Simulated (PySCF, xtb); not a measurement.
C3H2BrF, SMILES C(=CBr)=CF.

Harmonic wavenumbers (cm⁻¹) from GFN2-xTB (xtb) at its own minimum, in rising order: 95, 173, 278, 389, 566, 616, 700, 811, 1000, 1138, 1185, 1370, 2050, 3044, 3070.

Task: What does PySCF with ωB97X-D3(BJ)/def2-SVP give at its own minimum? (The exact figures need the calculation; the answer reports its results.)

Result: 104, 191, 310, 439, 635, 713, 811, 901, 1068, 1199, 1276, 1463, 2127, 3224, 3232. Paired by order, the mean absolute difference is 80 cm⁻¹ and the zero-point energies are 23.6 and 25.3 kcal/mol.
